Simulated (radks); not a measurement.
S3+, configuration [Ne] 3s2 3p1.

Method: Dirac Kohn-Sham, LDA (Slater exchange, Perdew-Wang correlation), spin-unpolarised, spherical densities, point nucleus; open shells fill j = l - 1/2 first; computed with a radial shooting solver on a logarithmic mesh with Libxc functionals.

Energy parts (hartree):
part                      energy
total                 -395.32332
kinetic                396.84175
electron-nucleus      -924.89897
Hartree                155.82988
exchange-correlation   -23.09598

Orbitals (lengths in bohr, moments of r in powers of bohr; <r^-3> diverges for s and p1/2; r(90%) holds 90 % of the orbital's charge):
orbital  occ.  eigenvalue (hartree)  r(90%)  <r^-3>    <r^2>
1s1/2       2             -89.67354   0.174       -  0.01270
2s1/2       2              -9.27462   0.752       -   0.2738
2p1/2       2              -7.31711   0.734       -   0.2420
2p3/2       4              -7.27046   0.737   81.07   0.2444
3s1/2       2              -1.92075    2.25       -    2.640
3p1/2       1              -1.48801    2.50       -    3.171
3p3/2       0              -1.48299    2.51   8.774    3.189
3d3/2       0              -0.88884    3.11  0.5297    4.649
3d5/2       0              -0.88857    3.11  0.5280    4.652
4s1/2       0              -0.69777    4.95       -    13.47

The highest occupied level is 3p1/2 at -40.491 eV. Summed over all electrons, <r^2> = 10.48 bohr^2, which gives a Langevin (diamagnetic) susceptibility term of -8.3 x 10^-6 cm^3/mol. The density falls to 0.001 e/bohr^3 at r = 3.10 bohr. For comparison, the ionisation energy in NIST's Atomic Spectra Database is 47.22 eV (semi-empirical). In exact Kohn-Sham theory the highest level is minus the ionisation energy, but local and semilocal functionals leave it too shallow, through self-interaction and a potential that decays too fast; potentials with the right tail come closer.

Beside tabulated values, note that spin-unpolarised runs miss the spin-polarisation part of the exchange energy of open shells.
